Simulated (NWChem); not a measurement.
System: SiH4Se2; SMILES [SiH3][Se][SeH]

NWChem input:

```
start job
memory heap 200 mb stack 900 mb global 1100 mb
geometry units angstroms noautosym nocenter noautoz
  Se     0.904749     0.586243     0.007805
  Se    -0.231424    -1.469488     0.080588
  H     -0.327006    -1.644282    -1.381794
  Si    -0.987927     1.881697    -0.010386
  H     -1.813532     1.624919     1.204273
  H     -1.794864     1.611737    -1.236103
  H     -0.509310     3.298045    -0.017744
end
basis spherical
  * library def2-svpd
end
dft
  xc xcamb88 1.00 lyp 0.81 vwn_5 0.19 hfexch 1.00
  cam 0.33 cam_alpha 0.19 cam_beta 0.46
  iterations 150
end
property
  response 1 0.0
end
task dft property
```

Geometry: optimised at PBE0/def2-SVP.

Static field.

Give the results of this calculation. (CAM-B3LYP/def2-SVPD.) Quantities: isotropic polarisability (bohr³); anisotropy (bohr³).


| Item | Result |
|---|---|
| isotropic polarisability (bohr³) | 86.9 |
| anisotropy (bohr³) | 34.2 |
